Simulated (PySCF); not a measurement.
## NMR data sheet: 2-(trimethylsilyloxy)furan

```
Formula                               : C7H12O2Si
SMILES                                : C[Si](C)(C)Oc1ccco1
InChI                                 : InChI=1S/C7H12O2Si/c1-10(2,3)9-7-5-4-6-8-7/h4-6H,1-3H3
Point group of the computed structure : C1
Degrees of unsaturation               : 3
Carbon signals                        : 5
Proton signals                        : 4
```

Bonds (- single, = double, # triple, : aromatic): C1-Si2, Si2-C3, Si2-C4, Si2-O5, O5-C6, C6:C7, C7:C8, C8:C9, C9:O10, O10:C6. C1 carries H11, H12, H13; C3 carries H14, H15, H16; C4 carries H17, H18, H19; C7 carries H20; C8 carries H21; C9 carries H22.

PySCF calculation with NMR shieldings at KT2/pcSseg-1/GIAO and geometry from PBE0-D3(BJ)/def2-SVP; one conformer, averaged over atoms made equivalent by symmetry, fast rotation or ring inversion, no solvent model, relativity neglected.

References, each an isolated molecule treated in the same way: ¹H (σ = 31.18 ppm) and ¹³C (σ = 183.22 ppm) and ²⁹Si (σ = 361.05 ppm) against TMS; H2O for ¹⁷O (σ = 330.66 ppm).

| carbon | δC, type | δH (multiplicity) | HMBC from (2–3 bonds) | span of the C tensor (ppm) |
| --- | --- | --- | --- | --- |
| C1/C3/C4 | 0.5, CH3 | 0.31 (s) | H11/H12/H13/H14/H15/H16/H17/H18/H19 | 16 |
| C6 | 154.5, C | – | H22, H21, H20 | 93 |
| C7 | 78.7, CH | 5.13 (m) | H22, H21 | 103 |
| C8 | 108.5, CH | 6.18 (m) | H22, H20 | 157 |
| C9 | 124.7, CH | 6.66 (m) | H21, H20 | 106 |

Other nuclei:
```json
{"atoms": "Si2", "nucleus": "²⁹Si", "environment": "silicon bonded to 3 C, O", "δ (ppm)": "31.9", "σ (ppm)": "329.2"}
{"atoms": "O10", "nucleus": "¹⁷O", "environment": "aromatic ring oxygen", "δ (ppm)": "280.9", "σ (ppm)": "49.8"}
{"atoms": "O5", "nucleus": "¹⁷O", "environment": "oxygen bonded to C, Si", "δ (ppm)": "131.6", "σ (ppm)": "199.0"}
```

- Carbon types of the structure: 1 × C, 3 × CH, 3 × CH3, which accounts for all hydrogens.
- δC 154.5: aromatic carbon bearing oxygen; σ withdrawal by the attached heteroatom moves it downfield of the ring CH carbons.
- δC 124.7: aromatic CH next to the ring oxygen.
- δC 108.5, 78.7: aromatic CH.
- δH 6.18, 5.13: hydrogen on an aromatic CH.
- δH 0.31: hydrogen on a methyl carbon bonded to Si; an electropositive neighbour shields it, as in TMS itself.

Shifts are as computed. Against solution values, carbons near 30 ppm lie about +2 ppm off and those near 130 ppm about -5 ppm. Of 1211 compounds with measured shifts, 218 miss one by over three times the rms of a fit or turn the order of signals round; such compounds aren't used in these exercises. Unscaled 17O shifts of doubly bonded oxygen tend to come out too high, by tens of ppm or more. Experimental scales use liquid or dissolved standards, which lie at an offset from isolated H2O (liquid H2O: subtract about 36 ppm). No couplings were computed; multiplicities are counted from neighbouring protons, with m where these are inequivalent, close in shift, in a saturated or five-membered ring or joined by F or P, and br s for small geminal =CH2 splittings.
